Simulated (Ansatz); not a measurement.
`[SH][GaH][SH]` + `FC[SiH](F)S` → `F[CH2][GaH][SH]` + `F[SiH](S)S`  (redistribution)

Calculated with Ansatz (gas phase, PBE0-D4/def2-TZVP geometries, no zero-point term in ΔE). CCSD(T)/CBS adds triple-zeta CCSD(T) − MP2 to the extrapolated MP2 energy (def2 sets, frozen cores). Functionals use def2-TZVPP. For Ga outer-core shells are correlated without core-valence functions, which leaves a few kJ/mol of doubt a bond. Scalar relativity is left out up to krypton. One conformer a species, not always the lowest.

```tsv
level	ΔE (kJ/mol)
PBE0-D4	40.8
ωB97X-V	41.5
MP2/def2-TZVPP	41.2
CCSD(T)/def2-TZVPP	43.1
HF/def2-QZVPP	52.8
MP2/def2-QZVPP	39.2
SCS-MP2/def2-QZVPP	41.2
CCSD/CBS(def2)	40.8
```

Q: What does CCSD(T)/CBS give? (Estimate.)

A: The calculation gave: +39.9 kJ/mol. The listed levels differ from it by 0.9, 1.6, 1.3, 3.2, 12.9, -0.7, 1.3, 0.9 kJ/mol.

Largest T1 diagnostic among the species: 0.013.

In def2-TZVPP, CCSD(T) changes the Hartree–Fock value by −10.3 kJ/mol (the triples alone add −0.9 kJ/mol) and MP2 by −12.2 kJ/mol. From PBE to PBE0 (25 % exact exchange), in def2-TZVPP and without D4, ΔE moves by +3.1 kJ/mol.
